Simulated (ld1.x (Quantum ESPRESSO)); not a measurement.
# O: one change to a TM potential, before and after

oxygen, norm-conserving Troullier–Martins (Kleinman–Bylander form), made with ld1.x (Quantum ESPRESSO) 7.5 (LDA (PZ), scalar-relativistic). Core [He], reference 2s1 2p5. Waves: 2p (bound): rc 2.00 bohr; 3d channel at 0.5 Ry: rc 1.70 bohr; 2s (bound): rc 0.75 bohr. Local part: the s channel. Core correction: none.

All-electron outer shells of the reference configuration (LDA (PZ), scalar-relativistic, ld1.x):

```tsv
shell	level (eV)	outermost node (bohr)	outermost maximum (bohr)
1s	-511.50	–	0.13
2s	-24.21	0.28	0.88
2p	-9.60	–	0.82
```

Change: local potential the p channel.

Cutoffs: the cutoffs (Ry, on a coarse ladder) from which the occupation-weighted sum of valence levels, in a spherical-Bessel basis at the reference potential, stays within 10 and 1 mRy of its value at 400 Ry; they do not see the model core or the augmentation charge, which bear on the density cutoff. Errors are all-electron minus pseudo energies relative to the spin-unpolarised reference configuration.

Question: What does the change do?

Answer: The potential gets neither clearly harder nor softer (70 Ry and 180 Ry → 70 Ry and 180 Ry); of the 9 tests that both files solve, the error grows in 1 and shrinks in 4 by more than 15 % and 0.3 meV (median size 73.8 → 65.6 meV); the range in which the s phases agree narrows (upper end at the end of the scan → 0.5); neither file shows a bound ghost.

| quantity | base | changed |
| --- | --- | --- |
| cutoff, loose | 70 Ry | 70 Ry |
| cutoff, tight | 180 Ry | 180 Ry |
| bound ghosts | none | none |
| error for 2s2 2p4, meV [ΔE -14.58 eV] | +3.8 | +3.1 |
| error for 2s2 2p3, meV [ΔE 2.00 eV] | +252 | +214 |
| error for 2s2 2p2, meV [ΔE 35.71 eV] | +1079 | +933 |
| error for 2s2 2p0, meV [ΔE 166.63 eV] | +7694 | +7538 |
| error for 2s2 2p4.3, meV [ΔE -16.76 eV] | -24 | -31 |
| error for 2s1 2p4, meV [ΔE 16.84 eV] | +37 | -14 |
| error for 2s2 2p1, meV [ΔE 89.67 eV] | +3213 | +2988 |
| error for 2s1 2p5 (spin-polarised), meV [ΔE -1.56 eV] | +74 | +66 |
| error for 2s2 2p4 (spin-polarised), meV [ΔE -15.99 eV] | +12 | +7.6 |
| s: phases at 2.20 bohr within 0.05 rad from the reference energy up to (Ry; the scan ends near 5) | to the end of the scan | 0.5 |
| p: phases at 2.20 bohr within 0.05 rad from the reference energy up to (Ry; the scan ends near 5) | 1.4 | 0.8 |
| d: phases at 2.20 bohr within 0.05 rad from the reference energy up to (Ry; the scan ends near 5) | to the end of the scan | 4.7 |
